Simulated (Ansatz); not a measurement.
TcO3(NH2) (TcNO₃H₂). Charge 0, multiplicity 1. Geometry PBE-D4/def2-SVP, basis def2-TZVP, Ansatz.

| run | HOMO (eV) | LUMO (eV) |
| --- | --- | --- |
| A | -7.39 | -4.32 |
| B | -8.81 | -3.71 |
| C | -11.12 | -1.59 |
| D | -10.19 | -2.69 |
| E | -7.73 | -4.39 |
| F | -8.41 | -4.09 |

In the def2 sets Tc takes a core potential; there is no spin–orbit coupling. HSE06 is defined as in plane-wave codes, on full-range PBE exchange.

Q: The runs used CAM-B3LYP, HSE06, PBE, PBE0, r2SCAN, ωB97X-V. Estimate which is which.

A: A PBE (0 % exact exchange); B PBE0 (25 % exact exchange); C ωB97X-V (range-separated); D CAM-B3LYP (range-separated); E r2SCAN (0 % exact exchange); F HSE06 (range-separated). Exact exchange lowers occupied and raises empty levels; among semilocal functionals meta-GGAs tend to open the gap a little, and such runs are hard to tell apart. The gap grows from 3.07 eV (PBE) to 9.53 eV (ωB97X-V). The restricted singlet is unstable towards broken spin symmetry in Hartree–Fock (as tested in another run); at PBE0-D4/def2-TZVP, ωB97X-V/def2-TZVP, CAM-B3LYP-D4/def2-TZVP, r2SCAN-D4/def2-TZVP and others this wasn't settled.
